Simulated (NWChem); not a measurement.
System: CsF; SMILES [F][Cs]

Computed with NWChem. All runs use the structure optimised with PBE0/def2-SVP. def2 effective core potentials on Cs; no spin-orbit coupling. Ions are spin-unrestricted doublets at the neutral geometry; other ion states weren't tried.

For level PBE/def2-SVP:

```
Property                               Value
-------------------------------------  -----
vertical ionisation energy, ΔSCF (eV)   9.46
−ε(HOMO) (eV)                           4.23
```

Task: Estimate the same quantities for level PBE0/def2-SVP.

Result: 
| Quantity | Value |
|---|---|
| vertical ionisation energy, ΔSCF (eV) | 9.11 |
| −ε(HOMO) (eV) | 5.81 |
